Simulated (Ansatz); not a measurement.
Relaxation of ClGe2H7O (11 atoms, charge 0, multiplicity 1), to a largest force component of 0.03 eV/Å in at most 50 steps.

The calculation used RKS PBE-D4/def2-SVP in Ansatz 0.2.0.

```xyz
11
Properties=species:S:1:pos:R:3
Ge -0.055 0.104 0.104
Ge -0.098 0.103 2.516
H -1.273 -0.778 3.011
H 1.228 -0.437 3.109
H -0.305 1.563 3.003
H 1.331 -0.050 -0.572
O -0.711 1.636 -0.577
H -1.670 1.701 -0.415
Cl -1.353 -1.524 -0.618
H 0.829 -2.370 0.934
H 1.164 -2.142 1.532
```

Task: Where does it end, and by what steps?

Result: The run converged. After 17 steps the energy has fallen by 0.177 eV; H11 moved furthest, 1.37 Å.

| step | energy less start (eV) | largest force component (eV/Å) | accepted |
| --- | --- | --- | --- |
| 0 | 0.0000 | 1.460 | yes |
| 1 | -0.1085 | 0.098 | yes |
| 2 | -0.1319 | 0.203 | yes |
| 3 | -0.1320 | 0.224 | yes |
| 4 | -0.1479 | 0.096 | yes |
| 5 | -0.1495 | 0.083 | yes |
| 6 | -0.1516 | 0.099 | yes |
| 7 | -0.1535 | 0.043 | yes |
| 8 | -0.1554 | 0.194 | yes |
| 9 | -0.1588 | 0.098 | yes |
| 10 | -0.1637 | 0.051 | yes |
| 11 | -0.1646 | 0.260 | yes |
| 12 | -0.1698 | 0.140 | yes |
| 13 | -0.1732 | 0.054 | yes |
| 14 | -0.1752 | 0.090 | yes |
| 15 | -0.1760 | 0.092 | yes |
| 16 | -0.1765 | 0.052 | yes |
| 17 | -0.1769 | 0.019 | yes |

```xyz
11
Properties=species:S:1:pos:R:3
Ge -0.064 0.466 0.044
Ge -0.148 0.373 2.483
H -1.604 0.040 2.897
H 0.807 -0.727 3.003
H 0.251 1.747 3.082
H 1.280 0.807 -0.644
O -1.196 1.680 -0.640
H -2.100 1.555 -0.295
Cl -0.675 -1.540 -0.636
H 1.034 -3.127 1.112
H 1.502 -3.467 1.620
```

Whether the end is a true minimum wasn't checked by a vibrational analysis.

The run took 38 s on 4 threads of Arm Neoverse V1, on a shared host, peak memory 0.21 GiB.
